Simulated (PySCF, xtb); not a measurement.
C2H7OSi, SMILES C[Si](C)O (connectivity only; charge and spin as stated), charge +1, multiplicity 1.

GFN2-xTB (xtb) at its own geometry gives an orbital gap of 4.76 eV.

The structure is a stationary point at B3LYP-D3(BJ)/def2-SVP. The spin state was assumed, not searched. The isomer is the one that the SMILES or the coordinates give; other isomers of the formula were not compared. Other conformers were not sampled.

What does PBE0/def2-TZVP run with PySCF give? (An estimate is asked for; the answer gives what the named calculation found.)

gap 7.91 eV (levels -14.87 and -6.96 eV).
